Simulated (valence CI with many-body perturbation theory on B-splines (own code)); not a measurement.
Values are calculated unless marked as measured or tabulated.
I²¹⁺: what each term of the Hamiltonian does

Level of theory: configuration interaction combined with many-body perturbation theory (CI+MBPT): four valence electrons over a frozen Dirac-Fock core [Ar] 3d10, a basis of 11 s, 11 p, 9 d, 7 f, 5 g, 2 h, 1 i functions for each j, with the one-electron correlation potential Σ1, the two-electron term Σ2, the three-electron term Σ3, Breit, model QED; selected CI, second order for the rest (own B-spline code, finite nucleus).

No measured levels were compared; by estimate levels hold to about 250 cm⁻¹ or 0.2 % of their energy and the worst to 1 %, as in measured heavy ions of charge 2 to 7; those with d or f electrons hold less well.

Each rung adds one term. CI alone is the Dirac-Coulomb CI over the frozen core; QED comes last and gives the full result, which names the levels. Energies are above (4s^2 4p1/2^2) J=0 on the same rung, in eV.

Levels are named by their leading jj configuration (3d3/2^4 stands for four electrons in 3d with j = 3/2), which in mixed levels can hold well under half, so a name can repeat and another be missing. Letters in brackets count levels of one name in rising energy.

| Level | CI alone |
| --- | --- |
| (4s^2 4p1/2 4p3/2) J=1 | 12.44 |
| (4s^2 4p1/2 4p3/2) J=2 | 14.85 |
| (4s^2 4p3/2^2) J=2 | 29.14 |
| (4s^2 4p3/2^2) J=0 | 34.95 |
| (4s 4p1/2^2 4p3/2) J=2 | 58.52 |
| (4s 4p1/2^2 4p3/2) J=1 | 67.66 |
| (4s 4p1/2 4p3/2^2) J=2 [a] | 71.75 |
| (4s 4p1/2 4p3/2^2) J=3 | 75.72 |
| (4s 4p1/2 4p3/2^2) J=0 | 80.83 |
| (4s 4p1/2 4p3/2^2) J=1 [a] | 82.66 |
| (4s 4p1/2 4p3/2^2) J=2 [b] | 83.37 |
| (4s 4p1/2 4p3/2^2) J=1 [b] | 89.52 |
| (4s 4p3/2^3) J=2 | 93.76 |
| (4s^2 4p1/2 4d3/2) J=2 | 97.29 |
| (4s^2 4p1/2 4d5/2) J=3 | 102.16 |
| (4s 4p3/2^3) J=1 | 104.74 |

What do these energies become with core correlation, Breit and QED?

(4s^2 4p1/2 4p3/2) J=1 12.46 (+0.020); (4s^2 4p1/2 4p3/2) J=2 14.82 (-0.034); (4s^2 4p3/2^2) J=2 29.10 (-0.040); (4s^2 4p3/2^2) J=0 34.79 (-0.154); (4s 4p1/2^2 4p3/2) J=2 58.77 (+0.250); (4s 4p1/2^2 4p3/2) J=1 67.54 (-0.117); (4s 4p1/2 4p3/2^2) J=2 [a] 71.88 (+0.128); (4s 4p1/2 4p3/2^2) J=3 75.77 (+0.048); (4s 4p1/2 4p3/2^2) J=0 80.74 (-0.096); (4s 4p1/2 4p3/2^2) J=1 [a] 82.46 (-0.198); (4s 4p1/2 4p3/2^2) J=2 [b] 83.14 (-0.228); (4s 4p1/2 4p3/2^2) J=1 [b] 88.47 (-1.051); (4s 4p3/2^3) J=2 93.64 (-0.124); (4s^2 4p1/2 4d3/2) J=2 96.88 (-0.414); (4s^2 4p1/2 4d5/2) J=3 101.77 (-0.399); (4s 4p3/2^3) J=1 103.84 (-0.902).

How does the ionisation energy move along the ladder, and which term matters most?

CI alone 649.25, + Σ1 650.66, + Σ2 650.63, + Σ3 650.53, + Breit 650.01, + QED 650.03 eV. The largest step is Σ1, 1.41 eV. NIST lists 649 ± 4 eV (theoretical).
